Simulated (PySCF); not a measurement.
C₅H₈Si.
Cartesian coordinates in Å at the PBE0-D3(BJ)/def2-SVP level; atoms count from 1:
```xyz
14
C5H8Si angstrom
C      1.696    0.400    2.051
C      0.950    0.273    1.102
C      0.064    0.124   -0.022
C      0.180    1.200   -1.088
C     -1.372   -0.355    0.313
Si    -0.355   -1.644   -0.554
H      2.361    0.510    2.887
H     -0.473    0.980   -1.947
H      1.212    1.280   -1.458
H     -0.118    2.180   -0.680
H     -1.593   -0.487    1.377
H     -2.173    0.161   -0.229
H      0.193   -2.782    0.221
H     -0.580   -1.885   -2.002
```

All values: CAM-B3LYP/def2-SVPD (PySCF, non-relativistic), on one gas-phase PBE0-D3(BJ)/def2-SVP geometry that isn't relaxed in the solvent. The solvent is an IEF-PCM continuum (van der Waals radii × 1.2). The model holds no explicit solvent molecules, cavitation or dispersion.

Gas phase at CAM-B3LYP/def2-SVPD: HOMO -7.74 eV, LUMO 0.80 eV, dipole 1.10 D.

Problem. What does the continuum do to the energy, the frontier levels and the dipole at CAM-B3LYP/def2-SVPD in acetone and water?

Solution. 
| solvent | ε | E(solvent) − E(gas) (kcal/mol) | polarisation term (kcal/mol) | distortion of the solute (kcal/mol) | HOMO (eV) | LUMO (eV) | dipole (D) |
| --- | --- | --- | --- | --- | --- | --- | --- |
| acetone | 20.49 | -3.10 | -3.53 | 0.43 | -7.76 | 0.91 | 1.64 |
| water | 78.36 | -3.31 | -3.81 | 0.50 | -7.77 | 0.92 | 1.68 |

Polarisation term: ½ Σ q·V over the induced surface charges. Distortion: the rise of the solute's own energy as its density leaves the gas-phase optimum. From acetone to water the lowering changes by a factor 1.07, Onsager's factor (ε − 1)/(2ε + 1) by 1.06 and ε itself by 3.8.

Problem. Which radius a makes the point-dipole formula ΔE = −[(ε − 1)/(2ε + 1)]·μ²/a³ give the value in water, with the gas-phase dipole?

Solution. μ = 0.435 au and |ΔE| = 0.00527 Eh give a = 1.38 Å; the farthest nucleus lies 3.77 Å from the centroid of the nuclei, so such a sphere wouldn't even hold the nuclei. The formula assumes a rigid point dipole at the centre of a sphere.

Problem. Give the dipole vector in the frame of the coordinates (D, pointing from negative to positive charge), gas and water.

Solution. Gas (-0.59, -0.50, -0.79), solvent (-0.93, -0.70, -1.21). Its length changes by +52 % and its direction by 2°.

Problem. How does the static polarisability (CAM-B3LYP/def2-SVPD, frozen core, with the continuum's full static response) change?

Solution. 
```tsv
medium	isotropic (au)	principal values (au)	⟨r²⟩ of the electrons (bohr²)
gas	86.9	70.9, 83.0, 107.0	742.4
acetone	118.1	96.7, 112.8, 144.7	741.6
water	120.5	99.0, 115.3, 147.4	741.5
```

The isotropic value in water is 1.39 times the gas-phase one; no cavity-field correction is applied. ⟨r²⟩ is taken about the centre of nuclear charge.
